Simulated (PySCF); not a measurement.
Method used: delta-SCF UKS SCAN, pcX-2 on the ionised atom, pcseg-1 elsewhere, spin-free X2C (PySCF 2.14.0). Geometries: PBE0-D3(BJ)/def2-SVP; isolated species, one conformer each. Values against the vacuum level.

(1) Rank by computed C 1s binding energy, lowest first.
A. C4 in `[BH2:1]/[CH:2]=[CH:3]\[CH:4]=[CH2:5]`
B. C4 in `[BH2:1][C@H:2]1[CH:3]=[CH:4][CH2:5]1`
C. C2 in `[BH2:1][C@@H:2]1[CH2:3][C:4]1=[CH2:5]`
D. C5 in `[BH2:1][CH2:2][C:3]#[C:4][CH3:5]`
E. C3 in `[CH2:1]1[CH2:2][CH2:3][AlH:4][CH2:5]1`
F. C3 in `[CH3:1][BH:2][C:3]#[C:4][CH3:5]`

Results:

(1) E (289.36 eV), F (289.66 eV), B (290.16 eV), C (290.45 eV), A (290.91 eV), D (291.41 eV).

From the lowest up, the atoms are bonded to: C, 2 H and Al (289.36); C (triple bond) and B (289.66); C (double bond), C and H (290.16); 2 C, H and B (290.45); C (double bond), C and H (290.91); C and 3 H (291.41).

1 of these hole states is spin-contaminated (⟨S²⟩ 0.93, against 0.75; counted from 0.85) and less certain.
